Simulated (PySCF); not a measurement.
C3H3Br.
Z-matrix (Å and degrees, PBE0-D3(BJ)/def2-SVP geometry), rows numbered from 1:
```
Br
C   1  1.9676
C   2  1.4675  1  120.03
C   3  1.3051  2   63.60  1  -106.64
H   2  1.0966  1  107.11  3   149.14
H   3  1.0869  2  145.79  4   176.80
H   4  1.0869  2  145.79  3  -176.60
```

The calculation used PBE0-D3(BJ)/def2-SVP geometry optimisation, gas phase (PySCF 2.14.0).

Take the most abundant isotopes and a rigid rotor. 

Problem. Give the principal moments of inertia and the rotational constants in MHz.

Solution. Ia = 24.19, Ib = 193.09, Ic = 199.63 u·Å²; 505379 MHz·u·Å²/I gives A = 20888, B = 2617, C = 2532 MHz.

Problem. What kind of rotor is it?

Solution. A near-prolate asymmetric top: κ = (2 × 2617 − 20888 − 2532)/(20888 − 2532) = -0.99.

Problem. Is it planar, by Δ = Ic − Ia − Ib?

Solution. Not planar: Δ = Ic − Ia − Ib = -17.65 u·Å². For a rigid frame Δ = −2 Σ m c², so Σ m c² = 8.82 u·Å² lies off the ab plane: 3.48 from hydrogen and 5.34 from heavier atoms. The atom farthest from that plane is 1.70 Å away.

Problem. Give the other two planar moments, Paa and Pbb, and the rms extents of the mass along the axes.

Solution. Paa = Σ m a² = (Ib + Ic − Ia)/2 = 184.26 and Pbb = Σ m b² = (Ia + Ic − Ib)/2 = 15.37 u·Å². With the mass M = 117.94 u, the rms extents √(P/M) along a, b and c are 1.25, 0.36, 0.27 Å.

Problem. Give the coordinates in the principal-axis frame, origin at the centre of mass.

Solution. The sense of each axis is arbitrary; atoms in the order of the calculation.
```
atom  mass (u)   a (Å)   b (Å)   c (Å)
 Br1    78.918   0.853   0.000  -0.043
  C2    12.000  -1.005  -0.001   0.603
  C3    12.000  -2.057  -0.652  -0.187
  C4    12.000  -2.056   0.653  -0.185
  H5     1.008  -0.966  -0.002   1.699
  H6     1.008  -2.464  -1.598  -0.535
  H7     1.008  -2.461   1.599  -0.534
```

Problem. Predict some low-J microwave lines.

Solution. The dipole components are |μa| = 2.77 D, |μb| = 0.00 D, |μc| = 0.05 D; the mirror of this Cs structure is the ac plane, so μb vanishes by symmetry and there are no b-type lines. The squared components, which scale the intensities, stand as 1.00 : 0.00 (a : c). Some lines, for components of 0.1 D or more:

| type | branch | J(Ka,Kc) | MHz | lower level (cm⁻¹) |
| --- | --- | --- | --- | --- |
| a | Q | 3(1,2) ← 3(1,3) | 515 | 1.633 |
| a | Q | 4(1,3) ← 4(1,4) | 858 | 2.314 |
| a | R | 1(0,1) ← 0(0,0) | 5149 | 0.000 |
| a | R | 2(1,2) ← 1(1,1) | 10212 | 0.781 |
| a | R | 2(0,2) ← 1(0,1) | 10298 | 0.172 |
| a | R | 2(1,1) ← 1(1,0) | 10384 | 0.784 |
| a | R | 3(1,3) ← 2(1,2) | 15318 | 1.122 |
| a | R | 3(0,3) ← 2(0,2) | 15446 | 0.515 |
| a | R | 3(2,2) ← 2(2,1) | 15447 | 2.959 |
| a | R | 3(2,1) ← 2(2,0) | 15448 | 2.959 |
| a | R | 3(1,2) ← 2(1,1) | 15575 | 1.130 |
| a | R | 4(1,4) ← 3(1,3) | 20423 | 1.633 |
| a | R | 4(0,4) ← 3(0,3) | 20593 | 1.030 |
| a | R | 4(2,3) ← 3(2,2) | 20595 | 3.474 |
| a | R | 4(3,2) ← 3(3,1) | 20596 | 6.528 |
| a | R | 4(3,1) ← 3(3,0) | 20596 | 6.528 |
| a | R | 4(2,2) ← 3(2,1) | 20599 | 3.474 |
| a | R | 4(1,3) ← 3(1,2) | 20767 | 1.650 |

No frequency check. These are rigid-rotor constants of the computed structure; measured ground-state constants (B0) also hold zero-point vibration. Quadrupole hyperfine structure (79Br) is left out.
